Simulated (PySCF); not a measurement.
Two species compared at the same levels of theory.

First species: C7H11BO2.
Geometry (PBE0-D3(BJ)/def2-SVP, Å), atoms numbered from 1 in this order:
```
atom  x, y, z in Å
C1     2.8587   -1.8814    0.3988
C2     2.1079   -0.7788    0.2287
C3     2.7190    0.5657   -0.0308
C4     0.6510   -0.8803    0.3038
C5    -0.2165    0.1298    0.1404
C6    -1.6974   -0.0295    0.1938
C7    -2.4115    0.2907   -1.1466
O8    -3.3965    1.2592   -0.8328
B9    -3.2559    1.5910    0.4794
O10   -2.2748    0.8979    1.1172
H11    2.3969   -2.8539    0.5905
H12    3.9499   -1.8444    0.3539
H13    2.4257    1.2886    0.7477
H14    2.3780    0.9768   -0.9947
H15    3.8154    0.5090   -0.0509
H16    0.2537   -1.8805    0.5161
H17    0.1382    1.1467   -0.0628
H18   -1.9411   -1.0497    0.5356
H19   -1.7131    0.7034   -1.8933
H20   -2.8886   -0.6000   -1.5833
H21   -3.9336    2.4187    1.0230
```

Second species: C₇H₁₁BO₂.
SMILES: `C1=C(B(O)O)CC=C[C@@H]1C`

Levels: B3LYP/def2-SVPD for dipole moment, HOMO energy, LUMO energy, HOMO–LUMO gap, static isotropic polarisability and electronic spatial extent ⟨r²⟩ about the centre of nuclear charge; TDDFT B3LYP/def2-SVPD for lowest singlet excitation; TDA B3LYP/def2-SVPD for lowest triplet excitation (Tamm–Dancoff); ΔSCF B3LYP/def2-SVPD for vertical ionisation energy; PBE0-D3(BJ)/def2-SVP for rotational constant A and rotational constant C. Geometries: PBE0-D3(BJ)/def2-SVP. Each species is one conformer at its optimised geometry, gas phase, non-relativistic unless stated. Electronic properties by PySCF.

Dipoles, sizes and rotational constants follow the conformer. The torsions of the flexible species, by atom-mapped SMILES:
- `[CH2:1]=[C:2]([CH3:3])/[CH:4]=[CH:5]/[C@@H:6]1[CH2:7][O:8][BH:9][O:10]1`: C1–C2–C4–C5 -179°, C4–C5–C6–C7 -116°
- `[CH3:1][C@H:2]1[CH:3]=[CH:4][CH2:5][C:6]([B:7]([OH:8])[OH:9])=[CH:10]1`: C5–C6–B7–O8 -179°, H–O8–B7–C6 180°, H–O9–B7–C6 0°

(1) Which of the two has the higher LUMO energy, and by how much?

(2) Which has the higher static isotropic polarisability?

(3) Which of the two has the higher dipole moment, and by how much?

(4) Which of the two has the higher T1 energy, and by how much?

(5) Which has the higher HOMO–LUMO gap?

(6) Which of the two has the higher rotational constant A, and by how much?

(7) Which of the two has the higher ⟨r²⟩, and by how much?

(8) Which has the higher vertical ionisation energy?

## Answers

(1) The second: -0.70 eV against -1.32 eV, a difference of 0.62 eV.

(2) The first: 111.2 au against 103.3 au, a difference of 7.9 au.

(3) The first: 2.45 D against 1.20 D, a difference of 1.25 D.

(4) The second: 3.87 eV against 3.18 eV, a difference of 0.69 eV.

(5) The second: 5.92 eV against 5.37 eV, a difference of 0.55 eV.

(6) The first: 3.866 GHz against 2.321 GHz, a difference of 1.545 GHz.

(7) The first: 2110 bohr² against 1704 bohr², a difference of 406 bohr².

(8) The first: 8.63 eV against 8.56 eV, a difference of 0.07 eV.

On the first: The dipole equals about 8.2 × 10⁻³⁰ C·m (1 D = 3.33564 × 10⁻³⁰ C·m). The vertical singlet–triplet gap S1 − T1 is 2.28 eV (TDDFT singlet less Tamm–Dancoff triplet; S1: HOMO→LUMO, weight 0.95; T1: HOMO→LUMO, weight 0.96).

On the second: The principal polarisabilities are 73.6, 104.2 and 132.2 au; their mean is the isotropic value. The 10 singlets span 5.14 to 7.17 eV, and their oscillator strengths add up to 0.55.
